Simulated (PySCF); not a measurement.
## Correlation energy of O (oxygen, neutral)

[He] 2s2 2p4, high-spin 3P determinant. Calculation: PySCF 2.14, in def2-SVP (3s2p1d, 14 functions); no relativity, point nucleus. Frozen: 1s2; 6 electrons correlated.

MP2 pair energies summed by pair of shells (mhartree):

```tsv
pair	energy	share (%)
2p-2p	-49.33	48.7
2s-2p	-44.41	43.8
2s-2s	-7.56	7.5
```

Total MP2 correlation energy: -101.30 mhartree.

Same-spin part -25.84 and opposite-spin part -75.46 mhartree; SCS-MP2 scales them by 1/3 and 6/5 to -99.17 mhartree.

```json
{"level": "CCSD", "correlation energy (mhartree)": "-116.54"}
{"level": "(T)", "correlation energy (mhartree)": "-0.83"}
{"level": "CCSD(T)", "correlation energy (mhartree)": "-117.37"}
```

Diagnostics: T1 = 0.0034, D1 = 0.0067, largest double amplitude 0.054.

Cost of the coupled-cluster step: 0.08 s of wall time on 1 thread of Neoverse-V1 (shared host), for 6 correlated electrons.

Iterations:

```
CC2 = 0
CCSD nocc = (np.int64(4), np.int64(2)), nmo = (13, 13)
frozen orbitals [[0], [0]]
max_cycle = 100
direct = 0
conv_tol = 1e-08
conv_tol_normt = 1e-06
diis_space = 8
diis_start_cycle = 0
Init t2, MP2 energy = -0.101301837281752
Init E_corr(UCCSD) = -0.10130183729786
cycle = 1  E_corr(UCCSD) = -0.113533073528518  dE = -0.0122312362  norm(t1,t2) = 0.0237078
cycle = 2  E_corr(UCCSD) = -0.115672430488108  dE = -0.00213935696  norm(t1,t2) = 0.00737981
cycle = 3  E_corr(UCCSD) = -0.116561757712732  dE = -0.000889327225  norm(t1,t2) = 0.00325948
cycle = 4  E_corr(UCCSD) = -0.116528783045142  dE = 3.29746676e-05  norm(t1,t2) = 0.000861656
cycle = 5  E_corr(UCCSD) = -0.116537278813202  dE = -8.49576806e-06  norm(t1,t2) = 0.000149641
cycle = 6  E_corr(UCCSD) = -0.116537181546764  dE = 9.72664382e-08  norm(t1,t2) = 2.69257e-05
cycle = 7  E_corr(UCCSD) = -0.116537317756131  dE = -1.36209367e-07  norm(t1,t2) = 3.87522e-06
cycle = 8  E_corr(UCCSD) = -0.116537276867259  dE = 4.08888719e-08  norm(t1,t2) = 5.47021e-07
cycle = 9  E_corr(UCCSD) = -0.116537284964438  dE = -8.09717912e-09  norm(t1,t2) = 7.81186e-08
UCCSD converged
E(UCCSD) = -74.83663820870854  E_corr = -0.1165372849644378
UCCSD(T) correction = -0.000831829119500597
```
